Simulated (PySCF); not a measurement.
Spectrum to structure. Theory: TDDFT PBE0/def2-SVPD, vertical, gas phase, core orbitals frozen in the response (PySCF). Geometries: GFN2-xTB, one conformer each.

| state | ν̃ (cm⁻¹) | f | main configurations (H = HOMO, L = LUMO) |
| --- | --- | --- | --- |
| S1 | 38830 | 0.0009 | H-1→L (95%) |
| S2 | 42460 | 0.204 | H→L (96%) |
| S3 | 49070 | 0.0009 | H-3→L (60%), H-2→L (36%) |
| S4 | 52680 | 0.0003 | H→L+1 (77%), H→L+2 (17%) |
| S5 | 53300 | 0.095 | H-2→L (60%), H-3→L (36%) |
| S6 | 57300 | 0.0030 | H→L+2 (62%), H→L+1 (18%), H→L+3 (18%) |

Triplets computed (Tamm–Dancoff): 3.38, 4.45 eV.

Orbital energies (eV): HOMO-3 -9.16, HOMO-2 -9.02, HOMO-1 -8.12, HOMO -7.44, LUMO -1.57, LUMO+1 0.55, LUMO+2 0.77.

**Question.** Which structure fits? All have the formula C5H7ClO2.
A. `C1(=O)O[C@H]([C@H]1CCl)C`
B. `O(C)C(/C(=C\C)Cl)=O`
C. `O=C1CO[C@H](CCl)C1`

**Answer.** B. Its S1 lies at 4.81 eV; the nearest of the others has S1 at 4.32 eV. S1 is HOMO-1→LUMO (95%). Löwdin shares by element: HOMO carbon 53% or more, chlorine 34%; LUMO carbon 62% or more, oxygen 14% or more (atoms not listed hold the other 24%). At the same level the other candidates give, for their lowest levels:
- `C[C@@H]1OC(=O)[C@@H]1CCl`: 5.82 eV (f 0.003); 7.09 eV (f 0.004); 7.20 eV (f 0.007); 7.60 eV (f 0.002); 7.72 eV (f 0.055); T1 5.29 eV; HOMO -8.33, LUMO -0.49 eV
- `O=C1CO[C@H](CCl)C1`: 4.32 eV (f 0.000); 5.74 eV (f 0.007); 6.75 eV (f 0.001); 6.83 eV (f 0.002); 6.85 eV (f 0.015); T1 3.76 eV; HOMO -7.44, LUMO -0.94 eV

Shape of the structure used: `[CH3:1]/[CH:2]=[C:3](/[Cl:4])[C:5](=[O:6])[O:7][CH3:8]`: C2–C3–C5–O6 -4°, C3–C5–O7–C8 179°.
